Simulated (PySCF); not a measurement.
## B3LYP on Cd⁺ (cadmium, charge +1)

Configuration: [Kr] 4d10 5s1, 2S determinant. Calculation: PySCF 2.14, in def2-TZVP with the def2 core potential (28 electrons); a scalar-relativistic core potential.

- Total energy: -167.5114 hartree
- One-electron energy: -290.8281 hartree
- Hartree (Coulomb) energy: 138.5962 hartree
- Exchange-correlation energy: -15.2795 hartree
- ⟨S²⟩: 0.7504
- ⟨L²⟩: 0.000
- Sum of ⟨r⟩: 23.13 bohr
- Sum of ⟨r²⟩: 35.67 bohr²
- Time after the integrals: 0.24 s of wall time on 1 thread of AMD EPYC 9R14 (shared host)

```tsv
shell	electrons	mean orbital energy (hartree)	rms radius, mean of both spins (bohr)
4s α	1	-4.46580	0.940
4s β	1	-4.46240	0.940
4p α	3	-2.97647	1.03
4p β	3	-2.97405	1.03
4d α	5	-0.81845	1.40
4d β	5	-0.81118	1.40
5s α	1	-0.52443	2.82
```

Energies and moments cover only the electrons outside the core potential.
